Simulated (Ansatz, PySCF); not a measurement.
Species: dibromosilane, sum formula SiH$_{2}$Br$_{2}$, net charge 0, singlet state. 
Structure (B3LYP-D3(BJ)/def2-TZVP (Ansatz, a quantum-chemistry and plane-wave program) minimum search):
SMILES: Br[SiH2]Br
```xyz
5

Si     0.0001    -1.0070     0.0278
Br    -1.8283     0.2549     0.0509
Br     1.8283     0.2520    -0.0649
H      0.0389    -1.7887     1.2729
H     -0.0386    -1.8561    -1.1724
```

Dipole moments at this geometry, in debye (magnitudes).

```json
[
 {"level": "BHLYP/def2-TZVPD", "program": "Ansatz", "dipole (D)": "1.26"},
 {"level": "r2SCANh/def2-TZVPD", "program": "Ansatz", "dipole (D)": "1.13"},
 {"level": "M06-2X/def2-TZVPD", "program": "PySCF", "dipole (D)": "1.28"},
 {"level": "LC-wPBE/def2-TZVPD", "program": "Ansatz", "dipole (D)": "1.24"},
 {"level": "wB97M-V/def2-TZVPD", "program": "Ansatz", "dipole (D)": "1.17"},
 {"level": "CCSD(T)/def2-SVPD", "program": "Ansatz", "dipole (D)": "1.15"}
]
```
